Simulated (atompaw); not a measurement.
# Reading a pseudo-wave (chlorine (Cl))

Columns: radius, all-electron u(r) and pseudo u(r) of the 3s shell (level -32.01 eV) of chlorine in the configuration [Ne] 3s2 3p4; PBEsol, scalar-relativistic, PAW (atompaw) scheme, atompaw 4.2.0.5.

```json
{"r (bohr)": "0.050", "all-electron": "0.2423", "pseudo": "0.0446"}
{"r (bohr)": "0.100", "all-electron": "0.0930", "pseudo": "0.0893"}
{"r (bohr)": "0.150", "all-electron": "-0.1299", "pseudo": "0.1342"}
{"r (bohr)": "0.200", "all-electron": "-0.3106", "pseudo": "0.1793"}
{"r (bohr)": "0.250", "all-electron": "-0.4170", "pseudo": "0.2246"}
{"r (bohr)": "0.300", "all-electron": "-0.4502", "pseudo": "0.2702"}
{"r (bohr)": "0.350", "all-electron": "-0.4236", "pseudo": "0.3160"}
{"r (bohr)": "0.400", "all-electron": "-0.3529", "pseudo": "0.3620"}
{"r (bohr)": "0.450", "all-electron": "-0.2530", "pseudo": "0.4080"}
{"r (bohr)": "0.500", "all-electron": "-0.1358", "pseudo": "0.4538"}
{"r (bohr)": "0.550", "all-electron": "-0.0109", "pseudo": "0.4993"}
{"r (bohr)": "0.600", "all-electron": "0.1147", "pseudo": "0.5441"}
{"r (bohr)": "0.650", "all-electron": "0.2358", "pseudo": "0.5879"}
{"r (bohr)": "0.700", "all-electron": "0.3493", "pseudo": "0.6305"}
{"r (bohr)": "0.750", "all-electron": "0.4529", "pseudo": "0.6714"}
{"r (bohr)": "0.800", "all-electron": "0.5454", "pseudo": "0.7102"}
{"r (bohr)": "0.850", "all-electron": "0.6265", "pseudo": "0.7466"}
{"r (bohr)": "0.900", "all-electron": "0.6961", "pseudo": "0.7801"}
{"r (bohr)": "0.950", "all-electron": "0.7545", "pseudo": "0.8103"}
{"r (bohr)": "1.000", "all-electron": "0.8020", "pseudo": "0.8369"}
{"r (bohr)": "1.050", "all-electron": "0.8394", "pseudo": "0.8595"}
{"r (bohr)": "1.100", "all-electron": "0.8675", "pseudo": "0.8777"}
{"r (bohr)": "1.150", "all-electron": "0.8870", "pseudo": "0.8914"}
{"r (bohr)": "1.200", "all-electron": "0.8989", "pseudo": "0.9003"}
{"r (bohr)": "1.250", "all-electron": "0.9041", "pseudo": "0.9043"}
{"r (bohr)": "1.300", "all-electron": "0.9032", "pseudo": "0.9032"}
```

Task: How many radial nodes do the two functions have?

Result: The all-electron 3s function has n − l − 1 = 2; the pseudo-wave has 0, since the states of the same l below it are removed with the core.

Task: Is the pseudo-wave norm-conserving?

Result: No, it belongs to a PAW set: the norm inside the radius is not constrained, and the difference is carried by the augmentation charge.
